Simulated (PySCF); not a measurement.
A calculated (r2SCAN, PySCF 2.14, def2-QZVPPD, the non-relativistic Hamiltonian (point nucleus)) atom or ion has these occupied shells.

```tsv
shell	electrons	orbital energy (eV)	rms radius, mean of both spins (bohr)
1s α	1	-9445.6	0.0592
1s β	1	-9445.6	0.0592
2s β	1	-1154.4	0.249
2s α	1	-1154.4	0.249
2p α	3	-1017.0	0.221
2p β	3	-1017.0	0.221
3s β	1	-140.51	0.743
3s α	1	-140.50	0.743
3p α	3	-96.252	0.780
3p β	3	-96.247	0.780
3d α	5	-22.027	1.01
3d β	5	-21.942	1.01
4p α	1	-9.408	3.29
```

Q: Name the element and its charge.

A: Zn⁺ (zinc, charge +1), in [Ar] 3d10 4p1, 2P determinant (an excited configuration).
